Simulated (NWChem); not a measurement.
CH₅S cation; SMILES [SH2+]C

```xyz
7

C     -0.0098     1.2132     0.0000
S     -0.0719    -0.6003     0.0000
H     -0.5548     1.5351     0.8983
H     -0.5548     1.5351    -0.8983
H      1.0250     1.5761     0.0000
H      0.8078    -0.8842     0.9987
H      0.8078    -0.8842    -0.9987
```
Atoms are numbered in this order, from 1.

Level: PBE0/def2-SVP (NWChem), optimised geometry, unscaled harmonic frequencies. 

```tsv
frequency (cm⁻¹)	IR intensity (km/mol)
250	18.2
671	5.9
750	0.0
780	7.9
1046	2.6
1103	12.6
1184	7.4
1345	0.0
1432	23.1
1433	26.4
2643	52.3
2663	55.9
3087	9.3
3218	28.5
3240	23.7
```

```yaml
zero_point_energy: 35.5 kcal/mol
thermal correction to the enthalpy at 298.15 K (with zero-point energy): 38.4 kcal/mol
heat capacity Cv: 11.2 cal/(mol K)
entropy at 298.15 K and 1 atm (symmetry number 1): 61.2 cal/(mol K)
```

Rigid rotor and harmonic oscillator.
